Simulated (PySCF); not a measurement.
Work out the structure from these simulated measurements.

Formula: C7H13N3.

* Rotational structure: rotational constants A, B, C: 2.576, 0.720, 0.652 GHz [GFN2-xTB]
* NMR, other nuclei: isotropic shieldings of nuclei other than C and H, by class: -135 (1 N), -126 (1 N), -1 (1 N) ppm [GIAO PBE0/pcSseg-1]
* 13C NMR: chemical shifts (computed TMS as zero) by class: 146.7 (1 C), 129.0 (1 C), 52.2 (1 C), 38.4 (1 C), 24.7 (1 C), 16.4 (1 C), 13.3 (1 C) ppm [GIAO PBE0/pcSseg-1]
* 1H NMR: chemical shifts (computed TMS as zero) by class: 7.06 (1 H), 4.32 (2 H), 2.50 (3 H), 1.77 (2 H), 1.05 (2 H), 0.98 (3 H) ppm [GIAO PBE0/pcSseg-1]
* Dipole: 4.39 D [PBE0/pcSseg-1]

The electronic properties come from PySCF, for the isolated species, density fitting. Levels stand in brackets. Geometry: GFN2-xTB, one conformer, isolated molecule. GFN2-xTB frequencies show an imaginary mode (39i cm⁻¹), so this geometry is no minimum at that level. Each NMR value is the plain mean over a class of atoms that symmetry, rotation or inversion makes alike.

**Question.** Give a SMILES that accounts for the data.

**Answer.** Numbering: `[CH3:1][CH2:2][CH2:3][CH2:4][n:5]1[cH:6][c:7]([CH3:8])[n:9][n:10]1`. Its formula, C7H13N3, gives 3 degrees of unsaturation: 1 ring and 2 π bonds in the structure found (Kekulé form). 7 carbons fall into 7 classes; from least to most shielded: substituted aromatic carbon [C7] (146.7 ppm), aromatic CH next to a ring nitrogen [C6] (129.0 ppm), chain sp3 carbon bound to nitrogen [C4] (52.2 ppm), chain CH2 carbon [C3] (38.4 ppm), chain CH2 carbon [C2] (24.7 ppm), methyl carbon [C1] (16.4 ppm), benzylic-type carbon [C8] (13.3 ppm). Hydrogen classes from least to most shielded: 1 H on an aromatic CH next to a ring nitrogen, C6 (7.06 ppm), 2 H on an sp3 carbon bound to nitrogen, C4 (4.32 ppm, a mean of values up to 1.0 ppm apart in this geometry), 3 H on a benzylic-type carbon, C8 (2.50 ppm, a mean of values up to 0.6 ppm apart in this geometry), 2 H on a chain CH2 carbon, C3 (1.77 ppm, a mean of values up to 0.6 ppm apart in this geometry), 2 H on a chain CH2 carbon, C2 (1.05 ppm), 3 H on a methyl carbon, C1 (0.98 ppm). The other shieldings belong to: -135 ppm, pyridine-type nitrogen [N10]; -126 ppm, pyridine-type nitrogen [N9]; -1 ppm, pyrrole-type nitrogen [N5]. The optimised geometry has point group C1 and is an asymmetric top. Structure: `Cc1cn(CCCC)nn1`. Computed isomers that give other values at the same levels: `Cc1cnnn1CC(C)C` (13C chemical shifts (computed TMS as zero) by class: 137.5 (1 C), 137.1 (1 C), 56.2 (1 C), 34.9 (1 C), 22.0 (2 C), 10.7 (1 C) ppm); `Cc1[nH]nnc1C(C)(C)C` (13C chemical shifts (computed TMS as zero) by class: 154.0 (1 C), 133.7 (1 C), 33.1 (1 C), 31.2 (3 C), 12.2 (1 C) ppm); `Cc1c(C(C)C)nnn1C` (13C chemical shifts (computed TMS as zero) by class: 155.3 (1 C), 132.8 (1 C), 34.7 (1 C), 29.7 (1 C), 26.0 (2 C), 9.7 (1 C) ppm). The assignments are read from this structure; whether some other isomer fits the data as well wasn't checked.

Conformer computed: `[CH3:1][CH2:2][CH2:3][CH2:4][n:5]1[cH:6][c:7]([CH3:8])[n:9][n:10]1`: C1–C2–C3–C4 180°, C2–C3–C4–N5 -65°, C3–C4–N5–C6 102°.
